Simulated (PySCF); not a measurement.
PySCF 2.14 output of a UHF calculation on a single atom or ion in def2-TZVP with the def2 core potential (28 electrons), with a scalar-relativistic core potential:

```
SCF conv_tol = 1e-09
number electrons alpha = 10  beta = 5
cycle= 1 E= -80.1127176089317  delta_E= -5.99e-11  |g|= 2.21e-06  |ddm|= 3.73e-05
converged SCF energy = -80.1127176089317  <S^2> = 8.7916399  2S+1 = 6.013864
```

The run itself started from symmetry-adapted Hartree-Fock orbitals and held the occupation by maximum overlap, so the iterations belong to that start.

Problem. Which element, charge and spin multiplicity is this?

Solution. Tc (technetium, neutral), multiplicity 6; the state was [Kr] 4d5 5s2, high-spin 6S determinant.

Energies and moments cover only the electrons outside the core potential.
